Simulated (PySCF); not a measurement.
# What a mistake does to a calculation on AlClGeH3N

All numbers below are calculated, not measured. They come from PySCF 2.14.0, an open-source quantum chemistry program, on an isolated molecule that a program drew, which may never have been made. The molecule is AlClGeH3N (charge 0, singlet), drawn as the SMILES string `[Cl][AlH][N]=[GeH2]`.

Each row is a Hartree-Fock (HF) and frozen-core CCSD(T) single point in the cc-pV(D+d)Z basis, meant for a local HF minimum. Run 1 is clean. Each other run has one planted mistake out of seven kinds, and not every kind appears here: one electron removed, one electron added, multiplicity raised by two, geometry at a saddle point, minimal basis STO-3G, one bond length entered in bohr, all coordinates scaled. The reference is restricted for singlets and unrestricted otherwise, and also for a bond in bohr. Adding or removing an electron swaps singlet and doublet. Electrons count all cores. HOMO and LUMO are orbital energies over both spins, the gradient is its largest component, and the lowest frequency (negative if imaginary) is given only where the gradient is small. Bond lengths are over the 6 bonds as drawn. T1 is the CCSD diagnostic: over 0.02 (restricted) or 0.045 (unrestricted) a single reference is doubtful. Germanium has the cc-pVDZ-PP basis, with a core potential (ECP10MDF) in place of its 10 inner electrons, and its 3s, 3p and 3d shells are frozen in CCSD(T).

Geometry of the clean run:
```xyz
7
AlClGeH3N, angstrom
Cl    3.6990    2.4520   -0.7957
Al    2.7369    0.7480    0.0437
N     1.0140    0.6105   -0.0174
Ge   -0.6382    0.5590   -0.1242
H     3.6816   -0.3199    0.6913
H    -1.3892   -0.0793   -1.2875
H    -1.5704    1.1172    0.9454
```

```
run  electrons  basis functions  <S^2>  HOMO (eV)  LUMO (eV)  gradient (hartree/bohr)  lowest frequency (cm^-1)  mean bond (Å)  longest bond (Å)      T1  HF (hartree)  CCSD(T) (hartree)                          mistake
  1         72               98  0.000     -10.37       1.02                  5.0e-06                        50         1.6884             2.129  0.0186   -1051.05103        -1051.56216                         no fault
  2         72               98  0.000     -10.35       0.74                  5.8e-05                       -60         1.6952             2.122  0.0174   -1051.04720        -1051.55837       geometry at a saddle point
  3         72               98  0.000     -10.67       1.41                  1.1e-01                         -         1.5584             1.965  0.0152   -1050.99141        -1051.48936           all coordinates scaled
  4         72               98  0.833      -8.15       0.92                  8.5e-03                         -         1.9206             2.959  0.0532   -1050.94930        -1051.45108  one bond length entered in bohr
  5         72               98  2.020      -6.34      -0.45                  1.4e-01                         -         1.6884             2.129  0.0200   -1050.97476        -1051.44237       multiplicity raised by two
  6         73               98  0.768      -0.56       6.63                  1.0e-01                         -         1.6884             2.129  0.0185   -1051.04116        -1051.55993                                ?
```

**Which mistake was planted in run 6, and what did it cost?**

It counts 73 electrons, one more than the clean run, at the same geometry and basis. So the mistake is: one electron added. Subtracting run 1 and multiplying by 627.51 kcal/mol a hartree, the energy moved by 6.2 kcal/mol in HF and 1.4 kcal/mol in CCSD(T).

Cautions from the logs. Run 4: T1 is over the limit, so its CCSD(T) energy is less reliable; run 6: the added electron raises the CCSD(T) energy, so it isn't bound in this basis.
